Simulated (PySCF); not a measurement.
# Structure from NMR data

Molecular formula: C4H8F2OSi. Simulated spectra:

1H NMR (300 MHz, computed): δ 6.54 (m, 1H), 5.20 (m, 2H), 5.09 (m, 2H), 1.73 (s, 3H).

13C{1H} NMR (computed): δ 143.7, 139.7, 79.3, 19.2.

[PySCF 2.14.0 with density-fitted response routines: coordinates at the GFN2-xTB level; GIAO PBE0/pcSseg-1 shieldings; single conformer; non-relativistic; one averaged value for each set of equivalent atoms; no solvent]

Chemical shifts δ = σref − σ; 1H and 13C vs TMS, all at this level.

**Question.** Choose the structure that fits.
A. O[SiH2]/C(=C\F)CCF
B. C/C(=C/F)O[SiH2]CF
C. CO[SiH2]C(C)=C(F)F

**Answer.** B. 

1. The formula gives 1 degree of unsaturation (no ring in the answer).
2. 4 carbon signals for 4 carbons: no two carbons are equivalent.
3. Carbon types of the structure: 1 × C, 1 × CH, 1 × CH2, 1 × CH3, leaving 2 H on heteroatoms.
4. δC 143.7: alkene carbon bearing oxygen; an sp2 carbon further deshielded by the attached heteroatom.
5. δC 139.7: β carbon of an enol-ether or enamine type C=C.
6. δC 79.3: sp3 CH2 bonded to F and Si; pulled downfield by the heteroatom.
7. δC 19.2: allylic methyl carbon; a saturated carbon with 1 carbon neighbour and no heteroatom attached.
8. δH 6.54: hydrogen on a β carbon of an enol-ether or enamine type C=C; olefinic region.

The others: O[SiH2]/C(=C\F)CCF has carbons computed at 165.4, 125.8, 91.8, 36.6, with a different DEPT pattern; CO[SiH2]C(C)=C(F)F would give 3 signals for carbon-bound and other non-exchanging H, not 4.

Splittings by 19F in the carbon and heteronuclear signals aren't shown, as no couplings were computed. Shifts are as computed. Against solution values, carbons near 30 ppm lie about +3 ppm off and those near 130 ppm about +5 ppm. Of 1211 compounds with measured shifts, 218 miss one by over three times the rms of a fit or turn the order of signals round; such compounds aren't used in these exercises. Multiplicities follow the n + 1 count of equivalent neighbours, as no J values were calculated; m marks all less simple cases, F and P coupling included.
